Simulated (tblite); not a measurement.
Isomers of C5H6P2. Calculated harmonic vibrations of the isolated species, GFN2-xTB (tblite), most abundant isotopes, no scaling. Against measured fundamentals such values can be off by several per cent, at times by over 20. Modes of hydrogen on phosphorus can be 10 to 20 % off. One conformer each.

Electronic energies: GFN2-xTB at the same geometries; isomer energies are rough at this level and their order can be wrong.

| SMILES | electronic energy, lowest = 0 (kJ/mol) |
| --- | --- |
| C#CCP(P)C#C | 242.2 |
| Cc1ccpcp1 | 6.6 |
| Cc1cpcpc1 | 0.0 |

Task: How do GFN2-xTB zero-point energies change the relative energies?

Result: 
```
     SMILES  ZPE (kJ/mol)  of it from modes above 1550 cm⁻¹  electronic (kJ/mol)  with ZPE, lowest = 0 (kJ/mol)  lowest mode (cm⁻¹)  rings
  Cc1cpcpc1         244.1                             108.3                  0.0                            0.0                  2i      1
  Cc1ccpcp1         244.3                             107.9                  6.6                            6.8                  81      1
C#CCP(P)C#C         216.7                             129.6                242.2                          214.8                  39      0
```

The zero-point energies span 27.6 kJ/mol, from `C#CCP(P)C#C` to `Cc1ccpcp1`. Slightly imaginary modes are left out of the zero-point energy: `Cc1cpcpc1` 1.9i cm⁻¹. The order is unchanged.
